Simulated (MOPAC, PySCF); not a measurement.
CH2N2, SMILES `N=C=N`, neutral singlet in the gas phase. 

Cartesian coordinates (Å):
```xyz
5

N     -1.1963     0.1245     0.0076
C     -0.0021     0.1071     0.2502
N      1.1886     0.2746     0.4494
H     -1.8459    -0.3381     0.6286
H      1.8601    -0.3916     0.0929
```
Charge 0, multiplicity 1.

All levels are single points at this geometry (B3LYP-D3(BJ)/def2-TZVP); Pople sets use spherical d functions. Orbital energies aren't observables, and empty levels follow the basis.

```tsv
level	HOMO (eV)	LUMO (eV)	gap (eV)	dipole (D)	vertical IE, Delta-SCF (eV)
B3LYP-D3(BJ)/def2-TZVP in PySCF	-8.03	0.34	8.37	2.07	–
PBE-D3(BJ)/def2-TZVP in PySCF	-6.88	-0.36	6.53	1.99	–
B3LYP/3-21G in PySCF	-7.16	1.16	8.32	2.38	–
B3LYP/6-311+G** in PySCF	-8.09	-0.30	7.78	2.19	–
B3LYP/6-31G* in PySCF	-7.63	0.85	8.47	2.18	10.65
M06-2X/6-31G* in PySCF	-9.26	2.15	11.41	2.27	–
PBE/6-31G* in PySCF	-6.48	0.07	6.55	2.11	10.59
SVWN5/6-31G* in PySCF	-6.60	-0.08	6.52	2.17	–
HF/3-21G in PySCF	-10.91	5.41	16.33	2.75	–
HF/6-31G* in PySCF	-11.35	5.18	16.53	2.47	–
HF/STO-3G in PySCF	-8.95	8.49	17.43	2.19	–
AM1 in MOPAC	-10.69	1.06	11.75	2.37	–
PM6 in MOPAC	-10.70	0.67	11.37	2.68	–
```
